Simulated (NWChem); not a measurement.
Molecule: CF2, triplet; SMILES F[C]F

Program: NWChem. Spin-unrestricted. In the optimisation the excess spin sits in a1 and b2 (C2v, its own frame). The geometry was optimised at B3LYP/6-31G* (spherical d), spin-unrestricted. No stability test was run on the SCF state. Level: PBE0/def2-SVP with SMD (1 M gas to 1 M solution), gas-phase geometry. Reactions with the solvent are ignored.

### Question
Order these by “cavity-dispersion-structure term (kcal/mol)”, lowest first: diethyl ether; dimethyl sulfoxide; ethanol; water.

### Answer
diethyl ether (3.1), ethanol (3.9), dimethyl sulfoxide (4.7), water (5.4)
